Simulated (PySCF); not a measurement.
C3H5Cl2FSi, SMILES C=CC[Si](F)(Cl)Cl.

Geometry: r2SCAN-D4/def2-SVP. One conformer was computed; it need not be the lowest.

Calculation: PySCF with r2SCAN-D4/def2-SVP.

Frequencies are harmonic and unscaled.

| mode | ν (cm⁻¹) | IR (km/mol) | moving atoms (share of kinetic energy) |
|---|---|---|---|
| 1 | 44 | 0.1 | C 49 %, H 25 %, Cl 22 % |
| 2 | 54 | 0.3 | C 46 %, Cl 34 %, H 17 % |
| 3 | 128 | 0.3 | Cl 30 %, C 29 %, H 25 %, F 15 % |
| 4 | 168 | 0.2 | Cl 41 %, C 24 %, F 18 %, H 14 % |
| 5 | 185 | 1.6 | Cl 46 %, C 18 %, F 14 %, H 13 %, Si 10 % |
| 6 | 255 | 12.8 | F 48 %, Cl 30 %, Si 9 %, C 9 % |
| 7 | 264 | 20.6 | F 39 %, Cl 27 %, C 16 %, Si 11 % |
| 8 | 316 | 6.4 | C 27 %, Si 26 %, H 21 %, F 18 %, Cl 8 % |
| 9 | 408 | 1.9 | H 50 %, C 45 % |
| 10 | 475 | 21.2 | Cl 49 %, C 19 %, Si 13 %, H 11 %, F 8 % |
| 11 | 604 | 139.2 | Si 53 %, Cl 31 %, H 11 % |
| 12 | 625 | 110.5 | H 44 %, C 26 %, Si 24 % |
| 13 | 772 | 81.8 | H 38 %, C 36 %, Si 24 % |
| 14 | 784 | 54.0 | H 45 %, C 38 %, Si 16 % |
| 15 | 912 | 116.4 | F 41 %, Si 34 %, H 18 % |
| 16 | 918 | 64.2 | H 55 %, C 22 %, F 12 %, Si 10 % |
| 17 | 942 | 11.8 | H 54 %, C 45 % |
| 18 | 1017 | 10.0 | H 90 %, C 10 % |
| 19 | 1038 | 20.1 | H 75 %, C 24 % |
| 20 | 1179 | 26.2 | H 64 %, C 35 % |
| 21 | 1199 | 17.7 | H 61 %, C 38 % |
| 22 | 1308 | 1.3 | H 81 %, C 19 % |
| 23 | 1396 | 9.9 | H 91 %, C 9 % |
| 24 | 1427 | 7.7 | H 83 %, C 17 % |
| 25 | 1707 | 15.6 | C 87 %, H 13 % |
| 26 | 3032 | 5.0 | H 95 % |
| 27 | 3101 | 0.4 | H 91 %, C 9 % |
| 28 | 3138 | 5.2 | H 95 % |
| 29 | 3153 | 4.4 | H 91 %, C 9 % |
| 30 | 3246 | 5.1 | H 89 %, C 11 % |
